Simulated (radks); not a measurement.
Charge is removed step by step from the 3p level of the titanium ion Ti2+, starting from [Ar] 3d2. All-electron calculation, non-relativistic Kohn-Sham, r2SCAN, spin-unpolarised, spherical densities, point nucleus; meta-GGA in the generalised Kohn-Sham scheme. Program: a radial shooting solver on a logarithmic mesh with Libxc functionals.

| removed (e) | E - E(0) (eV) | eigenvalue (eV) | E minus straight line (eV) |
|---|---|---|---|
| 0 | 0.000 | -55.714 | 0.000 |
| 0.1 | 5.653 | -57.354 | -0.768 |
| 0.2 | 11.472 | -59.017 | -1.370 |
| 0.3 | 17.457 | -60.702 | -1.805 |
| 0.4 | 23.613 | -62.407 | -2.071 |
| 0.5 | 29.939 | -64.132 | -2.165 |
| 0.6 | 36.440 | -65.875 | -2.086 |
| 0.7 | 43.115 | -67.636 | -1.831 |
| 0.8 | 49.967 | -69.413 | -1.400 |
| 0.9 | 56.998 | -71.207 | -0.790 |
| 1 | 64.209 | -73.016 | 0.000 |

Removing the whole electron costs 64.209 eV by Delta-SCF, against 55.714 eV from minus the eigenvalue at the starting occupation. Slater's transition state (half an electron removed) gives 64.132 eV. Integrating minus the eigenvalue over the occupation (Janak's theorem) gives 64.209 eV. The mean slope of the eigenvalue, de/dn, is 17.3 eV per electron.
